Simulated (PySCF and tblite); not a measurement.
The numbers below are computed, except where a source is named.
C5H10Se, numbered as in [CH3:1][C@@H:2]1[CH2:3][CH2:4][CH2:5][Se:6]1.

First level. Search: ETKDG and KDG, UFF, GFN2-xTB, 60 starts; geometries at GFN2-xTB. Energies: PBE0-D3(BJ)/pcSseg-1, with GFN2-xTB thermal terms (modes under about 100 cm⁻¹ blended into free rotors). Symmetry numbers and mirror images are counted. Conformers within 2.5 kcal/mol (GFN2-xTB free energy) were kept, 6 at most. GIAO shieldings: PBE0/pcSseg-1. Shifts are against TMS (¹H), TMS (¹³C), Me2Se (⁷⁷Se) at the same level; of two unlike H on one atom, a is the less shielded. Codes: tblite and PySCF.

It gives, at 298.15 K, with 2 conformers (largest weight 58 %): ¹H: 3.74 (H2, 1H), 3.08 (H5a, 1H), 2.89 (H5b, 1H), 2.06 (H4a, 1H), 1.97 (H3a, 1H), 1.92 (H4b, 1H), 1.49 (H3b, 1H), 1.44 (H1, 3H) ppm. ¹³C: 51.7 (C2), 44.0 (C3), 37.0 (C5), 35.5 (C4), 25.9 (C1) ppm. ⁷⁷Se: 306.4 (Se6) ppm.

Second level: GFN2-xTB geometries, energies OLYP-D3(BJ)/6-311G** (IEF-PCM, dimethylsulfoxide), shieldings HCTH407/pcSseg-1 (IEF-PCM, dimethylsulfoxide), on up to 6 of the same conformers.

**Question.** How do the averaged shifts change?

**Answer.** 
```
signal  first  second  change (ppm)
    H1   1.44    1.45          0.01
    H2   3.74    4.10          0.36
   H3a   1.97    2.18          0.21
   H3b   1.49    1.67          0.18
   H4a   2.06    2.28          0.22
   H4b   1.92    2.08          0.16
   H5a   3.08    3.31          0.23
   H5b   2.89    3.11          0.22
    C1   25.9    26.3           0.3
    C2   51.7    57.9           6.2
    C3   44.0    46.1           2.1
    C4   35.5    38.2           2.7
    C5   37.0    41.1           4.1
```

The largest weight becomes 60 %.

Spin–orbit effects of the heavy atoms on shieldings are missing. Shifts are unscaled: against experiment ¹³C can be off by 15 ppm or more and ¹H by 0.8 ppm.
